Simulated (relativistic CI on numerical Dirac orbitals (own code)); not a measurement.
## Ta56+: sensitivity of the levels to the model

Base calculation: Dirac-Coulomb-Breit CI, orbitals from a KLI potential per configuration, QED by a radiative potential, unscaled Slater integrals.

CI space (outside the closed core [Ne]): 3s²3p⁵, 3s3p⁶, 3s²3p⁴3d, 3s3p⁵3d, 3p⁶3d, 3s3p⁴3d², 3s²3p³3d4p, 3p⁶4s, 3s3p⁴3d4s, 3s²3p⁴4s, 3p⁶4p, 3s²3p⁴4p, 3s²3p³3d², 3s²3p²3d³, 3s3p³3d³, 3s²3p²3d²4s, 3s²3p²3d²4p. Double excitations out of closed p, d and f shells are left out; levels of such configurations are missing from the list, as are those of other unlisted configurations, and high levels can miss mixing partners.

Variants: (1) Breit term removed; (2) non-relativistic limit. Shifts of the energy above 3s²3p⁵ ²P°3/2, in eV, for the lowest level and the first level of each name with at least 55 % of one term (blank where a level changes its place among those of its configuration and J or its character, or is not in the variant):

| Level | Base | Δ(1) | Δ(2) |
| --- | --- | --- | --- |
| 3s²3p⁵ ²P°3/2 | 0.000 | 0.000 | 0.000 |
| 3s²3p⁴3d ²D3/2 | 260.574 | +1.189 |  |
| 3s²3p⁴3d ⁴F9/2 | 309.925 | +4.124 | -89.107 |
| 3s²3p⁴3d ²P1/2 | 316.219 | +3.258 | -93.730 |
| 3s²3p⁵ ²P°1/2 | 325.754 | +3.502 | -325.753 |
| 3s3p⁶ ²S1/2 | 515.209 | +1.020 | -365.437 |
| 3s²3p⁴3d ⁴D1/2 | 546.054 | +4.728 |  |
| 3s²3p⁴3d ²G7/2 | 566.260 | +6.067 | -333.467 |
| 3s²3p⁴3d ²G9/2 | 639.360 | +8.082 | -406.567 |
| 3s3p⁵3d ⁴P°1/2 | 727.913 | +1.511 | -374.356 |

At this charge energies of transitions that change n are usually good to better than 1 %, and those within a shell (Δn = 0) to a few per cent.

Ionisation energy from the two ground configurations alone: base 5654.91 eV; Breit term removed 5660.86 eV. The NIST ASD value (theoretical) is 5655 eV.

LS names give the leading component of a level, which can be under half, so a name can repeat, a term be missing and a line seem to break the LS rules.
